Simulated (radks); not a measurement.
The numbers below are computed, except where a source is named.
Ionisation of Dy, [Xe] 4f10 6s2, to Dy+, [Xe] 4f10 6s1, under several functionals. Scalar-relativistic Kohn-Sham, spin-polarised, spherical densities, finite nucleus; open shells are filled with parallel spins first (spin-orbit coupling, left out, can overturn this in heavy ions); a radial shooting solver on a logarithmic mesh with Libxc functionals.

functional                                      E(Dy) (hartree)  Exc (hartree)  IE (eV)  -e(HOMO) (eV)  <r> HOMO (bohr)  IE error (eV)
AM05                                                -12148.6864      -255.5023    5.876          1.534           0.9182         -0.063
PBE                                                 -12156.2832      -263.1059    5.967          1.452           0.9212         +0.028
exchange-only LDA                                   -12141.7705      -248.4909    5.131          0.288           0.9365         -0.808
BP86                                                -12157.9626      -264.7885    6.110          1.607           0.9204         +0.171
exchange-only PBE                                   -12152.5165      -259.2742    5.366          0.335           0.9398         -0.573
XLYP                                                -12157.9216      -264.7338    6.044          1.266           0.9241         +0.105
LDA (Slater exchange, Perdew-Wang correlation)      -12148.3831      -255.1941    6.183          1.728           0.9178         +0.243
LDA (Slater exchange, VWN5 correlation)             -12148.4106      -255.2221    6.175          1.732           0.9176         +0.236
PW91                                                -12157.6534      -264.4853    5.996          1.525           0.9202         +0.057

NIST Atomic Spectra Database: 5.939 eV (measured). Closest: PBE. The Delta-SCF values span 1.05 eV, the total energies 16.19 hartree. The highest occupied level is 4f. Open shells are spherical and high-spin; term and fine-structure splittings are not resolved. Spin-orbit splitting is averaged out at the scalar-relativistic level.
